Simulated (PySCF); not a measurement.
SMILES F[Si](F)(F)c1ccccc1Cl at its GFN2-xTB optimised geometry (Å):

```
15

F      1.0240     2.9535     1.2517
Si     1.2707     2.0161    -0.0039
F      1.0203     2.9490    -1.2624
F      2.8383     1.7591    -0.0058
C      0.3380     0.3995    -0.0010
C      1.0112    -0.8230    -0.0005
C      0.3202    -2.0202     0.0000
C     -1.0652    -2.0202     0.0000
C     -1.7599    -0.8233     0.0000
C     -1.0573     0.3696    -0.0004
Cl    -1.9177     1.8654    -0.0005
H      2.0905    -0.8253    -0.0011
H      0.8618    -2.9535     0.0002
H     -1.6088    -2.9526     0.0006
H     -2.8383    -0.8097     0.0005
```

Method: PBE0/def2-TZVP in PySCF 2.14.0.

Map of the electron localisation function on the plane z = 0.6 Å:

```
|                               |
|                               |
|                               |
|                .:::.          |
|         ...   .-+++-.         |
|       .:-==.  .+*##+.         |
|      :-+*##=  .+#%#*.  ...    |
|    .:=*#%@%#. .+###=..-==:    |
|    :+#%@@@@%-  -+:...=*#*=.   |
|   .-*%@@#%%#:  ..   -*%%#+:   |
|   .=#%@@###+. .=-   =#%%#+:   |
|   .-*%%%%#*=..-#%#-.-*#%#=.   |
|    .-+*****+==+#@%*..-+*+-.   |
|       ..:=**#%#*##=.  .::.    |
|         :+**%%#***-           |
|     ::::=%%#***#%#=::.        |
|   :#@@#**%%*-:-#%#+*%%*.      |
|   *@@@@%**#=. .+*+*%@@@%.     |
|   *@@@@#**#=. .+#**%@@@@-     |
|   -%@@#+*%%*-:=#%#+*%@@%:     |
|    -+=::=#%**#*#%#=::=+-      |
|         -+*+#%#+*+:           |
|        .=##*#%**#*=.          |
|       .+%@%*==+#@@%=          |
|       =%@@@*:.-#@@@%:         |
|       *@@@@*. .#@@@@=         |
|       =@@@@=   +@@@%:         |
|        =%%*.   :#%#-          |
|         .:.     .:.           |
|                               |
|                               |
```
Scale: ten equal steps from 0.000 (start of ' ') to 0.980 (end of '@'), in the order ' .:-=+*#%@'; x runs from -5.00 to 5.00, y from -5.00 (bottom) to 5.00 (top).
